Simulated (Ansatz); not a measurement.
Input and output for `C[O][GeH]([F])[C]#N`.

```yaml
crystal:
  periodic: [false, false, false]
  atoms:
    - {symbol: C, position_ang: [0.373991, -1.642567, -0.080757]}
    - {symbol: O, position_ang: [-0.158292, -0.251884, 0.877941]}
    - {symbol: Ge, position_ang: [-0.025507, 1.037004, -0.546861]}
    - {symbol: F, position_ang: [-1.074128, 0.845582, -1.560976]}
    - {symbol: C, position_ang: [-0.829431, 2.291453, 0.542363]}
    - {symbol: N, position_ang: [-1.278947, 3.059190, 1.187557]}
    - {symbol: H, position_ang: [0.360443, -2.436993, 0.919469]}
    - {symbol: H, position_ang: [-0.440528, -1.860072, -0.656443]}
    - {symbol: H, position_ang: [1.265842, -1.969413, -0.408499]}
    - {symbol: H, position_ang: [1.503069, 1.314517, -1.073820]}
basis:
  gaussian: {orbitals: def2-mTZVPP}
magnetization: {spin_polarized: true, initial_magnetization: 0}
hamiltonian: {xc: {name: BLYP}, dispersion: d4}
scf: {lower_state_search: light}
output: {forces: true}
```

```sh
$ ansatz run in.yaml --threads 4 --pin off --events-out ev --progress --plain --max-ram 10444MiB
```

Shortened log:

```
Functional definition: BLYP
1400 factors; their error is unknown
mean field evaluation 1: about -64894.5775 eV, gradient 6.6e1 eV
mean field evaluation 2: about -64792.9566 eV, gradient 1.6e2 eV
mean field evaluation 4: about -64909.1623 eV, gradient 1.8e1 eV
mean field evaluation 8: about -64910.2575 eV, gradient 4.8e-1 eV
mean field evaluation 16: about -64910.2285 eV, gradient 9.4e-4 eV
mean field -64910.22846722 eV, -2385.4068984372 hartree, gradient 4.9e-5 eV, S^2 0.000000; 0 other end points of the search recorded, 0 dependent functions left out
reference -64910.22881069 eV, -2385.4069110595 hartree; 36, 36 occupied and 130, 130 virtual orbitals, 1400 factors
Total energy: -64910.69488017 eV, -2385.4240387972 hartree
Atom 0 at     0.373991    -1.642567    -0.080757 Å, force    -3.002635    -0.794111     8.265633 eV/Å
Atom 1 at    -0.158292    -0.251884     0.877941 Å, force     2.266558    -1.299137    -4.202252 eV/Å
Atom 2 at    -0.025507     1.037004    -0.546861 Å, force    12.860001     0.635409    12.498967 eV/Å
Atom 3 at    -1.074128     0.845582    -1.560976 Å, force   -11.553467    -2.722826   -12.232412 eV/Å
Atom 4 at    -0.829431     2.291453     0.542363 Å, force     3.283453    -3.967184    -4.135045 eV/Å
Atom 5 at    -1.278947     3.059190     1.187557 Å, force    -3.836696     6.305965     5.417339 eV/Å
Atom 6 at     0.360443    -2.436993     0.919469 Å, force    -0.508751     1.838949    -2.528342 eV/Å
Atom 7 at    -0.440528    -1.860072    -0.656443 Å, force    -2.177918    -0.445750    -1.689189 eV/Å
Atom 8 at     1.265842    -1.969413    -0.408499 Å, force     3.991655     0.717888    -1.667350 eV/Å
Atom 9 at     1.503069     1.314517    -1.073820 Å, force    -1.322200    -0.269203     0.272650 eV/Å
Dipole moment:     0.605578    -0.633234    -0.753002 e Å
```

Run time 2.6 s (4 threads of an Intel Xeon on a shared host); peak host memory 0.27 GiB.
